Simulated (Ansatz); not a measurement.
Cyclo-(X2SnO)n: PBE-D4/def2-TZVP single points in Ansatz on relaxed structures, gas phase. Core potentials for Sn, no spin–orbit coupling. Binding counts from free atoms in the multiplicity of their measured ground term, without zero-point energy. The structures are stationary points that may keep the symmetry of their start.

Estimate the order by gap (eV), lowest first.
A. cyclo-(Cl2SnO)3 (Sn3Cl6O3) (singlet)
B. cyclo-(H2SnO)4 (Sn4O4H8) (singlet)
C. cyclo-(F2SnO)3 (Sn3O3F6) (singlet)
D. cyclo-(H2SnO)2 (Sn2O2H4) (singlet)

A (3.18), C (3.32), D (4.20), B (4.68).

In full:

```tsv
species	atoms	state	geometry	HOMO (eV)	LUMO (eV)	gap (eV)	binding per atom (eV)	point group (within 0.1 Å)
cyclo-(H2SnO)2 (Sn2O2H4)	8	singlet	B3LYP-D4/def2-SVP	-6.34	-2.14	4.20	2.92	D2h
cyclo-(F2SnO)3 (Sn3O3F6)	12	singlet	PBE-D4/def2-SVP	-9.06	-5.73	3.32	3.97	–
cyclo-(Cl2SnO)3 (Sn3Cl6O3)	12	singlet	PBE-D4/def2-SVP	-8.18	-5.00	3.18	3.42	D3h
cyclo-(H2SnO)4 (Sn4O4H8)	16	singlet	r2SCAN-D4/def2-SVP	-6.51	-1.82	4.68	3.04	–
```

The gap (eV) runs from 3.18 (cyclo-(Cl2SnO)3) to 4.68 (cyclo-(H2SnO)4).
